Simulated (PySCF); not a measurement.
SMILES C[SiH2][SiH2]OC (C₂H₁₀OSi₂), GFN2-xTB optimised geometry.

```
15

C      3.19    -0.58     0.00
O      1.80    -0.58     0.00
Si     0.80     0.71     0.00
Si    -1.22    -0.38     0.00
C     -2.59     0.94    -0.08
H      3.58    -0.08     0.89
H      3.53    -1.61    -0.01
H      3.58    -0.07    -0.88
H      1.11     1.57     1.15
H      1.11     1.57    -1.15
H     -1.48    -1.19     1.20
H     -1.44    -1.29    -1.13
H     -2.54     1.61     0.77
H     -3.58     0.48    -0.07
H     -2.51     1.54    -0.98
```

Density from PBE0/def2-TZVP in PySCF 2.14.0 at that geometry.

Minimum of the electron density along straight lines between bonded atoms, close to the bond critical point (lines longer than 1.1 times the sum of covalent radii, or with two minima, are not listed):

| bond | length / Å | ρ at the minimum / e bohr⁻³ | ∇²ρ there / e bohr⁻⁵ | position (fraction from the first atom) |
|---|---|---|---|---|
| C1–O2 | 1.392 | 0.265 | -0.48 | 0.34 |
| O2–Si3 | 1.626 | ? | 0.91 | 0.59 |
| Si3–Si4 | 2.296 | ? | ? | 0.63 |
| Si4–C5 | 1.900 | 0.115 | 0.18 | 0.39 |
| C1–H6 | 1.093 | 0.284 | -1.00 | 0.64 |
| C1–H7 | 1.091 | 0.286 | -1.02 | 0.65 |
| C1–H8 | 1.093 | 0.283 | -1.00 | 0.64 |
| Si3–H9 | 1.476 | 0.122 | 0.17 | 0.49 |
| Si3–H10 | 1.476 | 0.122 | 0.17 | 0.49 |
| Si4–H11 | 1.474 | 0.121 | 0.18 | 0.49 |
| Si4–H12 | 1.474 | 0.121 | 0.18 | 0.49 |
| C5–H13 | 1.086 | 0.275 | -0.92 | 0.64 |
| C5–H14 | 1.085 | 0.276 | -0.92 | 0.64 |
| C5–H15 | 1.086 | 0.275 | -0.92 | 0.64 |

**Question.** Complete the blanks.

**Answer.** 
- O2–Si3, ρ at the minimum / e bohr⁻³: 0.142
- Si3–Si4, ρ at the minimum / e bohr⁻³: 0.102
- Si3–Si4, ∇²ρ there / e bohr⁻⁵: -0.16
